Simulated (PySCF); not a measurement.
CaO2, SMILES [O]1[O][Ca]1. Atoms are numbered in the order given.

```xyz
3

Ca     0.0000     0.0000     0.8088
O      0.0000    -0.7424    -1.0109
O      0.0000     0.7424    -1.0109
```
Charge 0, spin multiplicity 1.

Geometry optimised at PBE0-D3(BJ)/def2-TZVP.

Method: PySCF with KT2/pcSseg-2.

GIAO shieldings, no solvent; atoms alike by connectivity are averaged. δ = σ(ref) − σ: ¹⁷O against H2O (σ = 324.0 ppm), references at their B3LYP-D3(BJ)/def2-TZVP geometries, non-relativistic.

Computed chemical shifts:
```json
[
 {"nucleus": "¹⁷O", "atoms": "O2, O3", "count": "2", "δ (ppm)": "728.7"}
]
```
